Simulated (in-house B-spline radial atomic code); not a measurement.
Ionisation energies along the 20-electron series, configuration [Ar] 3d2, as differences of self-consistent energies. Dirac energy differences include first-order Breit, QED and recoil terms. NIST's values go from ground level to ground level; the uncertainty of those that are theory runs from under 0.1 % in few-electron ions to several per cent in heavy many-electron ones. Computed with a radial B-spline atomic code at the basis-set limit: Dirac-Hartree-Fock, average of the configuration, finite nuclei.

```csv
ion,configuration after,ionisation energy (eV),IE/(q+1)² (eV),Breit and QED recoil part (eV),tabulated value (eV),tabulated kind,computed minus tabulated (eV)
Ti2+,[Ar] 3d1,25.5,2.8352,0.010912,27.49171,measured,-2.0
V3+,[Ar] 3d1,44.5,2.7831,0.013606,46.709,measured,-2.2
Cr4+,[Ar] 3d1,67.1,2.684,0.015176,69.46,semi-empirical,-2.4
Mn5+,[Ar] 3d1,93.0,2.5844,0.015753,95.604,measured,-2.6
Fe6+,[Ar] 3d1,122.2,2.4947,0.015351,124.9671,measured,-2.7
Co7+,[Ar] 3d1,154.7,2.4164,0.013914,157.8,semi-empirical,-3.1
Ni8+,[Ar] 3d1,190.2,2.3485,0.011378,193.2,semi-empirical,-3.0
Cu9+,[Ar] 3d1,229.0,2.2895,0.0076556,232.2,semi-empirical,-3.2
Zn10+,[Ar] 3d1,?,?,?,?,semi-empirical,?
Ga11+,[Ar] 3d1,?,?,?,?,tabulated theory,?
Ge12+,[Ar] 3d1,?,?,?,?,tabulated theory,?
As13+,[Ar] 3d1,414.9,2.1167,-0.020854,418,tabulated theory,-3.1
Se14+,[Ar] 3d1,469.1,2.0848,-0.031853,473,tabulated theory,-3.9
Br15+,[Ar] 3d1,526.3,2.056,-0.044617,530,tabulated theory,-3.7
Kr16+,[Ar] 3d1,586.7,2.03,-0.059203,591,tabulated theory,-4.3
```

Problem. Fill in the row of Zn10+.

Solution. ionisation energy (eV): 270.8; IE/(q+1)² (eV): 2.2379; Breit and QED recoil part (eV): 0.0026625; tabulated value (eV): 274.4; computed minus tabulated (eV): -3.6.

Problem. Fill in the row of Ga11+.

Solution. ionisation energy (eV): 315.7; IE/(q+1)² (eV): 2.1926; Breit and QED recoil part (eV): -0.0036882; tabulated value (eV): 319; computed minus tabulated (eV): -3.3.

Problem. Fill in the row of Ge12+.

Solution. ionisation energy (eV): 363.8; IE/(q+1)² (eV): 2.1524; Breit and QED recoil part (eV): -0.011492; tabulated value (eV): 367; computed minus tabulated (eV): -3.2.

Where a p, d or f electron is removed, the computed value is a mean over both j, so it misses the tabulated one by a part of the spin-orbit splitting; averaging over terms and missing correlation add to the gap, relatively most at low charge.
